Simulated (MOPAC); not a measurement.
A run for MOPAC: PM3 on isopropylamine (SMILES CC(C)N), a point of a torsion scan.

```
PM3 1SCF PRECISE CHARGE=0 THREADS=1
C3H9N

C     -0.63927809 1     1.25883312 1     0.21506931 1
C     -0.04014724 1    -0.04998792 1    -0.31579864 1
C     -0.91849774 1    -0.64682909 1    -1.41470616 1
N      1.26423546 1     0.24545079 1    -0.89787772 1
H     -0.14935168 1     2.09726121 1    -0.27281964 1
H     -0.47391015 1     1.35618089 1     1.28644747 1
H     -1.70704997 1     1.30754510 1     0.02813883 1
H      0.02367830 1    -0.78313151 1     0.51068787 1
H     -0.47985327 1    -1.56652941 1    -1.79688515 1
H     -1.00329750 1     0.06135637 1    -2.23437129 1
H     -1.91001709 1    -0.87147795 1    -1.03022393 1
H      1.68912326 1    -0.59955157 1    -1.26482403 1
H      1.88802747 1     0.62491263 1    -0.19330165 1
```

It printed:

```
*******************************************************************************
 **                                                                           **
 **                              MOPAC v23.2.5                                **
 **                                                                           **
 *******************************************************************************
 ** MOPAC's Digital Object Identifier: https://doi.org/10.5281/zenodo.6511958 **
 **                                                                           **
 ** Please cite the open-source release paper for use of this MOPAC version:  **
 ** J. E. Moussa and J. J. P. Stewart (2026)                                  **
 ** MOPAC: An open-source semiempirical molecular orbital program             **
 ** J. Open Source Softw., 11(119), 8025, https://doi.org/10.21105/joss.08025 **
 *******************************************************************************

                              PM3 CALCULATION RESULTS

 *******************************************************************************
 *  PM3        - The PM3 Hamiltonian to be used
 *
 *
 *
 *                 CHARGE ON SYSTEM = 0
 *
 *
 *
 *  PRECISE    - TIGHTER CRITERIA TO BE USED
 *  1SCF       - DO 1 SCF AND THEN STOP
 *  THREADS=1  - MULTI-THREADING NOT USED
 *  T=         - A TIME OF 172800.0 SECONDS REQUESTED
 *  DUMP=N     - RESTART FILE WRITTEN EVERY 7200.0 SECONDS REQUESTED
 *******************************************************************************
PM3 1SCF PRECISE CHARGE=0 THREADS=1
 C3H9N

   ATOM   CHEMICAL          X               Y               Z
  NUMBER   SYMBOL      (ANGSTROMS)     (ANGSTROMS)     (ANGSTROMS)

     1       C         -0.63927809  *   1.25883312  *   0.21506931  *
     2       C         -0.04014724  *  -0.04998792  *  -0.31579864  *
     3       C         -0.91849774  *  -0.64682909  *  -1.41470616  *
     4       N          1.26423546  *   0.24545079  *  -0.89787772  *
     5       H         -0.14935168  *   2.09726121  *  -0.27281964  *
     6       H         -0.47391015  *   1.35618089  *   1.28644747  *
     7       H         -1.70704997  *   1.30754510  *   0.02813883  *
     8       H          0.02367830  *  -0.78313151  *   0.51068787  *
     9       H         -0.47985327  *  -1.56652941  *  -1.79688515  *
    10       H         -1.00329750  *   0.06135637  *  -2.23437129  *
    11       H         -1.91001709  *  -0.87147795  *  -1.03022393  *
    12       H          1.68912326  *  -0.59955157  *  -1.26482403  *
    13       H          1.88802747  *   0.62491263  *  -0.19330165  *



          CARTESIAN COORDINATES

    NO.       ATOM           X           Y           Z

     1         C         -0.6393      1.2588      0.2151
     2         C         -0.0401     -0.0500     -0.3158
     3         C         -0.9185     -0.6468     -1.4147
     4         N          1.2642      0.2455     -0.8979
     5         H         -0.1494      2.0973     -0.2728
     6         H         -0.4739      1.3562      1.2864
     7         H         -1.7070      1.3075      0.0281
     8         H          0.0237     -0.7831      0.5107
     9         H         -0.4799     -1.5665     -1.7969
    10         H         -1.0033      0.0614     -2.2344
    11         H         -1.9100     -0.8715     -1.0302
    12         H          1.6891     -0.5996     -1.2648
    13         H          1.8880      0.6249     -0.1933

  H: (PM3): J. J. P. STEWART, J. COMP. CHEM. 10, 209 (1989).
  C: (PM3): J. J. P. STEWART, J. COMP. CHEM. 10, 209 (1989).
  N: (PM3): J. J. P. STEWART, J. COMP. CHEM. 10, 209 (1989).

           Empirical Formula: C3 H9 N  =    13 atoms



      MOLECULAR POINT GROUP   :   C1


      RHF CALCULATION, NO. OF DOUBLY OCCUPIED LEVELS = 13


 -------------------------------------------------------------------------------
 PM3 1SCF PRECISE CHARGE=0 THREADS=1
 C3H9N



     1SCF WAS SPECIFIED, SO BFGS WAS NOT USED
     SCF FIELD WAS ACHIEVED


                              PM3 CALCULATION
                                                       MOPAC v23.2.5 Linux




          FINAL HEAT OF FORMATION =        -14.47124 KCAL/MOL =     -60.54766 KJ/MOL


          COSMO AREA              =        109.57 SQUARE ANGSTROMS
          COSMO VOLUME            =         95.48 CUBIC ANGSTROMS

          IONIZATION POTENTIAL    =          9.385614 EV
          HOMO LUMO ENERGIES (EV) =         -9.386  3.010
          NO. OF FILLED LEVELS    =         13
          MOLECULAR WEIGHT        =         59.1108         POINT GROUP:  C1

          MOLECULAR DIMENSIONS (Angstroms)

            Atom       Atom       Distance
            H     9    H     6     4.24844
            H    13    H    11     3.82989
            H     5    H     8     2.62936


          SCF CALCULATIONS        =          1





   ATOM   CHEMICAL          X               Y               Z
  NUMBER   SYMBOL      (ANGSTROMS)     (ANGSTROMS)     (ANGSTROMS)

     1       C         -0.63927809  *   1.25883312  *   0.21506931  *
     2       C         -0.04014724  *  -0.04998792  *  -0.31579864  *
     3       C         -0.91849774  *  -0.64682909  *  -1.41470616  *
     4       N          1.26423546  *   0.24545079  *  -0.89787772  *
     5       H         -0.14935168  *   2.09726121  *  -0.27281964  *
     6       H         -0.47391015  *   1.35618089  *   1.28644747  *
     7       H         -1.70704997  *   1.30754510  *   0.02813883  *
     8       H          0.02367830  *  -0.78313151  *   0.51068787  *
     9       H         -0.47985327  *  -1.56652941  *  -1.79688515  *
    10       H         -1.00329750  *   0.06135637  *  -2.23437129  *
    11       H         -1.91001709  *  -0.87147795  *  -1.03022393  *
    12       H          1.68912326  *  -0.59955157  *  -1.26482403  *
    13       H          1.88802747  *   0.62491263  *  -0.19330165  *

                             CARTESIAN COORDINATES

   1    C       -0.639278090     1.258833120     0.215069310
   2    C       -0.040147240    -0.049987920    -0.315798640
   3    C       -0.918497740    -0.646829090    -1.414706160
   4    N        1.264235460     0.245450790    -0.897877720
   5    H       -0.149351680     2.097261210    -0.272819640
   6    H       -0.473910150     1.356180890     1.286447470
   7    H       -1.707049970     1.307545100     0.028138830
   8    H        0.023678300    -0.783131510     0.510687870
   9    H       -0.479853270    -1.566529410    -1.796885150
  10    H       -1.003297500     0.061356370    -2.234371290
  11    H       -1.910017090    -0.871477950    -1.030223930
  12    H        1.689123260    -0.599551570    -1.264824030
  13    H        1.888027470     0.624912630    -0.193301650


           Empirical Formula: C3 H9 N  =    13 atoms



      MOLECULAR POINT GROUP   :   C1


                  EIGENVALUES
 -37.66270 -27.38999 -26.90175 -19.79916 -16.67958 -15.91323 -15.22932 -13.54180
 -13.01473 -12.92228 -12.37873 -12.26214  -9.38561   3.00971   3.65109   3.75795
   3.83244   4.40106   4.45611   4.56933   4.61725   4.76855   4.94394   5.49946
   5.81696


              NET ATOMIC CHARGES AND DIPOLE CONTRIBUTIONS

  ATOM NO.   TYPE          CHARGE      No. of ELECS.   s-Pop       p-Pop
    1          C          -0.118220        4.1182     1.14125     2.97697
    2          C          -0.080801        4.0808     1.18883     2.89197
    3          C          -0.114965        4.1150     1.14052     2.97444
    4          N          -0.043766        5.0438     1.45552     3.58824
    5          H           0.055662        0.9443     0.94434
    6          H           0.033713        0.9663     0.96629
    7          H           0.047975        0.9520     0.95202
    8          H           0.036051        0.9639     0.96395
    9          H           0.037204        0.9628     0.96280
   10          H           0.053555        0.9464     0.94644
   11          H           0.042457        0.9575     0.95754
   12          H           0.025784        0.9742     0.97422
   13          H           0.025351        0.9746     0.97465
 DIPOLE           X         Y         Z       TOTAL
 POINT-CHG.    -0.180     0.116    -0.085     0.231
 HYBRID         0.254    -0.951     1.030     1.425
 SUM            0.074    -0.835     0.944     1.263


          ATOMIC ORBITAL ELECTRON POPULATIONS

     Atom    s        px        py        pz
    1  C   1.14125   1.00634   0.97272   0.99791
    2  C   1.18883   0.95233   0.97030   0.96934
    3  C   1.14052   0.98696   1.00088   0.98660
    4  N   1.45552   0.97471   1.27872   1.33481
    5  H   0.94434
    6  H   0.96629
    7  H   0.95202
    8  H   0.96395
    9  H   0.96280
   10  H   0.94644
   11  H   0.95754
   12  H   0.97422
   13  H   0.97465

 **********************
 *                    *
 * JOB ENDED NORMALLY *
 *                    *
 **********************




 == MOPAC DONE ==
```

The run finished.

Cost: roughly 0.020 core-seconds.
